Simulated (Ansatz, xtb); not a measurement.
## Relative energy of two isomers of C5H8F2Si

Structure a: `CC#C[Si@@H](F)[C@@H](C)F`, a singlet. Structure b: `FCC1=CC[Si@H](F)C1`, a singlet. Both are isolated molecules in the gas phase, relaxed with PBE-D3(BJ)/def2-SVP, each in the lowest conformer that the search found.

a (Å):

```json
{"atom": "C", "x (Å)": "-1.7137", "y (Å)": "-2.4102", "z (Å)": "0.2507"}
{"atom": "C", "x (Å)": "-0.9702", "y (Å)": "-1.1705", "z (Å)": "0.3897"}
{"atom": "C", "x (Å)": "-0.3340", "y (Å)": "-0.1214", "z (Å)": "0.4999"}
{"atom": "C", "x (Å)": "0.7437", "y (Å)": "1.8385", "z (Å)": "2.5814"}
{"atom": "C", "x (Å)": "-0.5748", "y (Å)": "1.8489", "z (Å)": "3.3317"}
{"atom": "F", "x (Å)": "-0.2252", "y (Å)": "2.6671", "z (Å)": "0.0143"}
{"atom": "F", "x (Å)": "1.5960", "y (Å)": "0.8477", "z (Å)": "3.1161"}
{"atom": "Si", "x (Å)": "0.5953", "y (Å)": "1.4280", "z (Å)": "0.7246"}
{"atom": "H", "x (Å)": "-2.2319", "y (Å)": "-2.6782", "z (Å)": "1.1950"}
{"atom": "H", "x (Å)": "-1.0416", "y (Å)": "-3.2519", "z (Å)": "-0.0178"}
{"atom": "H", "x (Å)": "-2.4831", "y (Å)": "-2.3260", "z (Å)": "-0.5451"}
{"atom": "H", "x (Å)": "1.9460", "y (Å)": "1.3474", "z (Å)": "0.0857"}
{"atom": "H", "x (Å)": "1.2596", "y (Å)": "2.8206", "z (Å)": "2.6993"}
{"atom": "H", "x (Å)": "-1.2348", "y (Å)": "2.6433", "z (Å)": "2.9272"}
{"atom": "H", "x (Å)": "-0.4123", "y (Å)": "2.0456", "z (Å)": "4.4111"}
{"atom": "H", "x (Å)": "-1.0980", "y (Å)": "0.8774", "z (Å)": "3.2244"}
```

b (Å):

```xyz
16

C    -2.3786    0.7668    0.5154
C    -1.2570    1.6700    0.0985
C    -0.4969    1.4501   -1.0041
C     0.6335    2.3980   -1.3310
C    -0.9579    2.8902    0.9499
F    -3.5527    1.4963    0.7011
F     1.9268    3.2399    1.1430
Si    0.6334    3.5557    0.1719
H    -2.1352    0.2725    1.4860
H    -2.5605   -0.0246   -0.2448
H    -0.7003    0.5856   -1.6609
H     0.4509    2.9379   -2.2874
H     1.6049    1.8722   -1.4620
H     0.6792    5.0268   -0.1201
H    -1.8057    3.6085    0.9114
H    -0.8313    2.6270    2.0234
```

Task: Estimate E(b) − E(a) at the level CCSD(T)/def2-SVP + ΔMP2/def2-TZVPP.

Result: Calculated at CCSD(T)/def2-SVP + ΔMP2/def2-TZVPP: E(b) − E(a) = −97.4 kJ/mol, so structure b lies lower.

Level by level:

```tsv
level	geometry	E(b) − E(a) (kJ/mol)	departure from the last row (kJ/mol)	job, with rough time for the two
GFN2-xTB	GFN2-xTB	−105.4	−8.0	optimisation, 0.22 s
HF/STO-3G	GFN2-xTB	−143.6	−46.2	single point, 0.42 s
r2SCAN-D4/def2-SVP	GFN2-xTB	−114.3	−16.9	single point, 2.6 s
PBE-D3(BJ)/def2-SVP	PBE-D3(BJ)/def2-SVP	−119.0	−21.6	optimisation, 23 s
HF/def2-SVP	PBE-D3(BJ)/def2-SVP	−90.5	+7.0	part of the CCSD(T) run
MP2/def2-SVP	PBE-D3(BJ)/def2-SVP	−100.2	−2.7	part of the CCSD(T) run
CCSD(T)/def2-SVP	PBE-D3(BJ)/def2-SVP	−103.6	−6.1	single point
CCSD(T)/def2-SVP + ΔMP2/def2-TZVPP	PBE-D3(BJ)/def2-SVP	−97.4		single point, 41 s
```

As drawn, b has 1 C–C, 1 C=C in place of 1 C≡C. Structure a has no ring, b a 5-membered ring.

The levels shown agree on the order. The largest departure from CCSD(T)/def2-SVP + ΔMP2/def2-TZVPP is that of HF/STO-3G, 46.2 kJ/mol. A small imaginary or near-zero mode remains, so no thermal terms are given. The last row adds to CCSD(T) the change of the MP2 difference between the two basis sets, here +6.1 kJ/mol.

The correlated steps freeze 12 core orbitals. Run with Ansatz 0.2.0, xtb 6.7.1; the last row on 4 threads of Intel(R) Xeon(R) 6975P-C (Granite Rapids) on a shared host.
